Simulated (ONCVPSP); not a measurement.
**What one change does to a pseudopotential (tungsten, ONCV)**

ONCVPSP 4.0.1 input, shortened (lines: element, Z, core and valence counts, functional; n l f; lmax; l rc ep ncon nbas qcut; lloc lpopt rc5 dvloc0; l nproj debl; icmod fcfact rcfact), PBE, scalar-relativistic:

```
  W 74.00   10    4        4      upf
    1    0    2.00
    2    0    2.00
    2    1    6.00
    3    0    2.00
    3    1    6.00
    3    2   10.00
    4    0    2.00
    4    1    6.00
    4    2   10.00
    4    3   14.00
    5    0    2.00
    5    1    6.00
    5    2    4.00
    6    0    2.00
    2
    0    1.90    0.00    4    8    5.40
    1    1.40    0.00    4    8    7.00
    2    2.40    0.00    4    9    5.20
    4    5    1.20    0.00
    0    3    2.60
    1    1    1.50
    2    2    0.80
    3    4.75    1.45
```

All-electron outer shells of the reference configuration (PBE, scalar-relativistic, ld1.x):

```json
{"shell": "5s", "level (eV)": "-79.07", "outermost node (bohr)": "0.53", "outermost maximum (bohr)": "0.96"}
{"shell": "5p", "level (eV)": "-43.20", "outermost node (bohr)": "0.57", "outermost maximum (bohr)": "1.09"}
{"shell": "4f", "level (eV)": "-33.21", "outermost node (bohr)": "–", "outermost maximum (bohr)": "0.43"}
{"shell": "6s", "level (eV)": "-5.71", "outermost node (bohr)": "1.28", "outermost maximum (bohr)": "2.67"}
{"shell": "5d", "level (eV)": "-4.48", "outermost node (bohr)": "0.63", "outermost maximum (bohr)": "1.49"}
```

Change: core correction Teter function, fcfact 2.25, rcfact 1.45.

Cutoffs: the cutoffs (Ha) at which the residual kinetic energy of the hardest occupied pseudo-wave falls to 1 and 0.1 mHa per electron; they do not see the model core or the augmentation charge, which bear on the density cutoff. Errors are all-electron minus pseudo energies relative to the spin-unpolarised reference configuration.

**Question.** What does the change do?

**Answer.** The potential gets neither clearly harder nor softer (24 Ha and 92 Ha → 24 Ha and 92 Ha); the number of tests with a reliable result goes from 4 to 3; of the 3 tests that both files solve, the error grows in 0 and shrinks in 2 by more than 15 % and 0.3 meV (median size 20.2 → 12.5 meV); neither file shows a bound ghost. A model core, the more so a compact one, raises the density cutoff, which this test does not measure.

```tsv
quantity	base	changed
cutoff, loose	24 Ha	24 Ha
cutoff, tight	92 Ha	92 Ha
bound ghosts	none	none
GHOST(+) flags under 300 eV	s at 218.7 eV	s at 218.7 eV
tests with a reliable result	4 of 4	3 of 4
error for 5s2 5p6 5d4 6s0, meV [ΔE 24.56 eV]	-17	-12
error for 5s2 5p6 5d3 6s0, meV [ΔE 49.95 eV]	-20	-12
error for 5s2 5p6 5d3 6s2 6p1, meV [ΔE 4.02 eV]	+69	+72
s: phases at 1.93 bohr within 0.05 rad from the reference energy up to (Ha; the scan ends near 5)	to the end of the scan	to the end of the scan
p: phases at 1.42 bohr within 0.05 rad from the reference energy up to (Ha; the scan ends near 5)	1.7	1.7
d: phases at 2.44 bohr within 0.05 rad from the reference energy up to (Ha; the scan ends near 5)	to the end of the scan	to the end of the scan
rms error of d²Exc/dni dnj with the model core, mHa	1.56	1.79
```
